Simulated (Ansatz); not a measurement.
The Se1–Se2 bond of Se2 is stretched (multiplicity 3).


Cores are frozen in the correlated methods. Filled d and f shells under p-block atoms count as core.

Codes used: Ansatz (Gaussian orbitals). Each number belongs to the level named beside it.

Energies above the point at 2.188 Å (the B3LYP-D3(BJ) bond length), FIC-MRCISD+Q on CASSCF(12,8)/cc-pVTZ (kcal/mol): 17.97 at 1.969 Å; 7.76 at 2.407 Å; 75.06 at 8.753 Å.

Take the last value as the depth D of a Morse curve D(1 − e^(−a(R − R₀)))², fit a and R₀ to the two near points, and test it at 2.954 and 3.829 Å.


With D = 75.1, both near points (counted from the curve's value at 2.188 Å) are met by a = 1.80 Å⁻¹ and R₀ = 2.191 Å, so k = 2Da² = 484 kcal/(mol Å²). The curve then gives 41.8 and 67.3 kcal/mol; the level itself gives 48.4 and 73.5, so Morse is off by -6.7 and -6.1.

Ansatz is a quantum-chemistry and plane-wave program.
